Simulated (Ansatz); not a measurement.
System: TaH (charge 0, triplet). The spin state was set by rule; other spins were not relaxed. 
Coordinates optimised at B3LYP-D3(BJ)/def2-TZVP (Ansatz, a program for electronic structure):
```
Ta
H 1 1.7464
```
Charge 0, spin multiplicity 3.

Basis-set convergence of Hartree-Fock and CCSD correlation energies (hartree) with Ansatz. Valence correlation only, unless marked. UHF or UKS for open shells. No spin-orbit coupling. Frozen are the shells of the preceding noble gas and the d and f shells that filled before the atom's block. Past Kr the def2 sets carry scalar-relativistic core potentials.

The UHF reference is spin-contaminated (<S^2> 0.53 over the pure value in the largest basis). The T1 diagnostic of CCSD in the largest basis is 0.132, which is high, so the coupled-cluster rows are less sure than usual.

| basis | functions | E(HF) | E(corr, CCSD) |
|---|---|---|---|
| def2-SVPD | 43 | -56.83649 | -0.09854 |
| def2-TZVPPD | 76 | -56.84804 | -0.11312 |
| def2-QZVPPD | 117 | -56.84971 | -0.11685 |

Extrapolating the two largest sets (X = 3 and 4) as X^-3: E(corr) = (64·(-0.11685) - 27·(-0.11312))/37 = -0.1196 Eh, an estimate of the basis-set limit. The largest set recovers 97.7 % of it, the smallest 82.4 %.
